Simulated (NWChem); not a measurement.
System: CH4Al, doublet; SMILES [CH3][AlH]

Program: NWChem. Spin-unrestricted. This spin state was assumed; another may lie lower. No stability test was run on the SCF state. The level has its own optimisation; frequencies are unscaled.

Predict the results for PBE0/def2-SVP. Quantities: r Al–C (Å); r Al–H (Å); highest harmonic frequency (cm⁻¹); lowest (cm⁻¹); zero-point energy (kcal/mol).


```json
{
 "r Al–C (Å)": "1.970",
 "r Al–H (Å)": "1.613",
 "highest harmonic frequency (cm⁻¹)": "3167",
 "lowest (cm⁻¹)": "119",
 "zero-point energy (kcal/mol)": "25.2"
}
```
